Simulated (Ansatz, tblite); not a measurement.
Removing and adding an electron: Zn3 (the lowest singlet isomer of a short search). The state is a singlet with charge 0. Geometry: PBE0/def2-TZVP. Ansatz, gas phase; energy differences of separate SCF runs; the oxidised species was run as a doublet alone; the reduced species was run as a doublet alone.

```xyz
3

Zn    0.8422   -1.0513    1.0444
Zn   -1.2444    0.9916    0.6108
Zn    0.4022    0.0598   -1.6552
```

The xTB rows come from tblite. The structure comes from a short search, and lower isomers may exist.

Q: Estimate orbital energies and vertical ionisation energies and electron affinities at: GFN1-xTB; GFN2-xTB; PBE/def2-TZVPD; r2SCAN/def2-TZVP; r2SCAN/def2-TZVPD; PBE0/def2-TZVP; PBE0/def2-TZVPD.

A: 
```
            level  −HOMO (eV)  vertical IE (eV)  −LUMO (eV)  vertical EA (eV)  HOMO–LUMO gap (eV)  IE − EA (eV)                       remarks
         GFN1-xTB       11.18             13.47        7.58              5.51                3.60          7.97                             –
         GFN2-xTB        7.02             11.51        1.97             -2.00                5.05         13.51                             –
   PBE/def2-TZVPD        5.29                 –        2.37              0.53                2.93             –  HOMO above zero (-1 doublet)
 r2SCAN/def2-TZVP        5.48              7.67        2.25                 –                3.22             –                             –
r2SCAN/def2-TZVPD        5.48                 –        2.25              0.64                3.22             –  HOMO above zero (-1 doublet)
   PBE0/def2-TZVP        5.88              7.58        1.74                 –                4.14             –                             –
  PBE0/def2-TZVPD        5.88                 –        1.76              0.52                4.12             –  HOMO above zero (-1 doublet)
```

Relaxing the oxidised species (PBE0/def2-TZVP) changes its energy by -0.94 eV at PBE0/def2-TZVP, so the adiabatic ionisation energy to this nearest minimum is 6.64 eV.  Run but left out: PBE/def2-TZVP (charge +1 doublet: an occupied level 0.18 eV above an empty one).   A HOMO above zero means that the electron is unbound at that level or that self-interaction error raises the level; the energy of removing that electron tells which. Raw xTB energy differences between charge states are shifted by several eV; the methods need an empirical correction for them. A negative affinity means that the extra electron isn't bound; its size then hangs on the basis.
